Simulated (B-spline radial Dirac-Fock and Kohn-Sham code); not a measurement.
**In 3p1/2: cross section and angular parameters**

System: the free indium atom, configuration 1s2 2s2 2p6 3s2 3p6 3d10 4s2 4p6 4d10 5s2 5p1; threshold 703.2 eV (tabulated edge). The computed values come from a radial B-spline solver: Dirac-Hartree-Slater photoionisation with a Latter tail; cross sections with all multipoles, angular parameters from the dipole term and its interference with E2.

For linearly polarised light dσ/dΩ = σ/(4π) [1 + β P₂(cos θ) + (δ + γ cos²θ) sin θ cos φ], with θ from the polarisation vector and φ the angle between the beam and the projection of the electron momentum on the plane normal to the polarisation.

| hν (eV) | σ (kb) | β | γ | δ |
| --- | --- | --- | --- | --- |
| 893 | 119 | 1.093 | 0.330 | 0.077 |
| 968 | 110 | 1.241 | 0.310 | 0.048 |
| 1030 | 102 | 1.325 | 0.267 | 0.034 |
| 1100 | 94.0 | 1.392 | 0.211 | 0.023 |
| 1330 | 72.0 | 1.516 | 0.066 | 0.007 |
| 1880 | 40.4 | 1.601 | -0.021 | 0.001 |
| 2700 | 19.9 | 1.600 | 0.104 | 0.004 |
| 4000 | ? | ? | ? | ? |
| 4030 | 8.23 | 1.543 | 0.406 | 0.013 |
| 4310 | 7.03 | 1.529 | 0.467 | 0.016 |
| 5060 | 4.79 | 1.492 | 0.621 | 0.023 |
| 8047.8 | 1.46 | 1.359 | 1.121 | 0.054 |
| 10400 | 0.723 | 1.271 | 1.408 | 0.082 |
| 12000 | 0.483 | 1.218 | 1.569 | 0.101 |
| 15000 | 0.253 | 1.132 | 1.816 | 0.137 |

**Question.** Give the values at 4000 eV.

**Answer.** σ = 8.38 kb, β = 1.544, γ = 0.399, δ = 0.013.
